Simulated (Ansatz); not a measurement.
Total energies of `N#[C][SnH2]` radical.

Cartesian coordinates in Å:
```
N 0.6322 2.0955 1.0015
C 0.2506 1.1426 0.4742
Sn -0.5618 -0.5187 -0.5530
H 0.6830 -1.0793 -1.5824
H -1.0040 -1.6401 0.6597
```

Total charge 0; spin multiplicity 2. Correlated methods include outer-core shells of Sn, which these sets cover unevenly. Sn: def2 effective core potential. The geometry is a stationary point of PBE0-D4/def2-TZVP. Basis def2-TZVPP, Ansatz 0.2.0.

RPA on PBE orbitals: Hartree–Fock energy of these orbitals -306.78371 Eh, correlation -0.97488 Eh (frozen core).

```json
{"functional": "revPBE", "energy without D4 (Eh)": "-308.35404", "D4 term (kJ/mol)": "-23.8"}
{"functional": "r2SCAN", "energy without D4 (Eh)": "-308.35665", "D4 term (kJ/mol)": "-1.9"}
```

(1) Give the same for LDA (SPW92), PBE, BLYP, B97M-V, PBE0, B3LYP, r2SCANh, r2SCAN0, HSE06 (plane-wave form), BHLYP, CAM-B3LYP, LC-ωPBE, ωB97X-V, ωB97M-V, B2PLYP, PBE-QIDH. (Estimate.)

B3LYP takes the VWN-RPA correlation (the form of Gaussian; ORCA's B3LYP/G). HSE06 is the plane-wave form, built on full-range PBE exchange. The double hybrids freeze the cores in their second-order part.

Answers

(1) Ansatz gave: 
| functional | energy without D4 (Eh) | D4 term (kJ/mol) |
| --- | --- | --- |
| LDA (SPW92) | -307.17401 | – |
| PBE | -308.21135 | -8.7 |
| BLYP | -308.25647 | -19.0 |
| B97M-V | -308.32233 | – |
| PBE0 | -308.22059 | -7.3 |
| B3LYP | -308.40677 | -14.3 |
| r2SCANh | -308.33861 | -2.1 |
| r2SCAN0 | -308.31250 | -2.3 |
| HSE06 (plane-wave form) | -308.21410 | -6.9 |
| BHLYP | -308.20441 | -12.2 |
| CAM-B3LYP | -308.26852 | -7.6 |
| LC-ωPBE | -308.29212 | – |
| ωB97X-V | -308.27924 | – |
| ωB97M-V | -308.25204 | – |
| B2PLYP | -308.05041 | – |
| PBE-QIDH | -308.00873 | – |

LC-ωPBE has ω = 0.4 bohr⁻¹.
